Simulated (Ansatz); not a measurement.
Reactions of C₂H₃BrClF, SMILES `FC(Cl)CBr`.

Program: Ansatz. Geometries: PBE0-D4/def2-TZVP. ΔE: electronic, gas phase. CCSD(T)/CBS is the MP2 limit (def2-TZVPP, def2-QZVPP) plus CCSD(T) − MP2 in def2-TZVPP, frozen cores. This one scheme is used for every species, atoms too. Functionals use def2-TZVPP. No spin–orbit coupling; open shells (•) take unrestricted orbitals. Spin–orbit coupling would lower the free atoms: a little for C, Cl, F; clearly for Br. def2 core potentials past Kr. Bonds to Br, Te are less sure, by a few kJ/mol each and by 10 to 20 or more in all where they break to atoms, as the def2 sets lack core-valence functions. Scalar relativity is left out up to krypton. One conformer a species, not always the lowest.

```json
{"reaction": "`FC(Cl)CBr` → `FC(Cl)Br` + `[CH2]` (triplet)", "CCSD(T)/CBS(def2) (kJ/mol)": "461"}
{"reaction": "`FC(Cl)CBr` + HBr → `FC(Cl)Br` + `CBr`", "CCSD(T)/CBS(def2) (kJ/mol)": "?"}
{"reaction": "`FC(Cl)CBr` + H₂ → `CC(F)Cl` + HBr", "CCSD(T)/CBS(def2) (kJ/mol)": "-85"}
{"reaction": "`FC(Cl)CBr` → `ClCBr` + `[CH]F`", "CCSD(T)/CBS(def2) (kJ/mol)": "395"}
{"reaction": "`FC(Cl)CBr` + H₂Te → `FC(Cl)[TeH]` + `CBr`", "CCSD(T)/CBS(def2) (kJ/mol)": "26"}
{"reaction": "`FC(Cl)CBr` + H–F → `FC(F)CBr` + HCl", "CCSD(T)/CBS(def2) (kJ/mol)": "0"}
{"reaction": "`FC(Cl)CBr` + SiH₄ → `FC([SiH3])CBr` + HCl", "CCSD(T)/CBS(def2) (kJ/mol)": "-31"}
{"reaction": "`FC(Cl)CBr` + H₂ → `CBr` + `FCCl`", "CCSD(T)/CBS(def2) (kJ/mol)": "-44"}
{"reaction": "`FC(Cl)CBr` → Br• + 2 C• + Cl• + F• + 3 H•", "CCSD(T)/CBS(def2) (kJ/mol)": "?"}
{"reaction": "`FC(Cl)CBr` + H–F → `FCC(F)Cl` + HBr", "CCSD(T)/CBS(def2) (kJ/mol)": "?"}
```

Q: Fill in the missing values. (Estimate.)

A: Computed: `FC(Cl)CBr` + HBr → `FC(Cl)Br` + `CBr`: +41.8 kJ/mol; `FC(Cl)CBr` → Br• + 2 C• + Cl• + F• + 3 H•: +2793.8 kJ/mol; `FC(Cl)CBr` + H–F → `FCC(F)Cl` + HBr: +34.7 kJ/mol.

Largest T1 diagnostic: 0.018, for `[CH]F`.
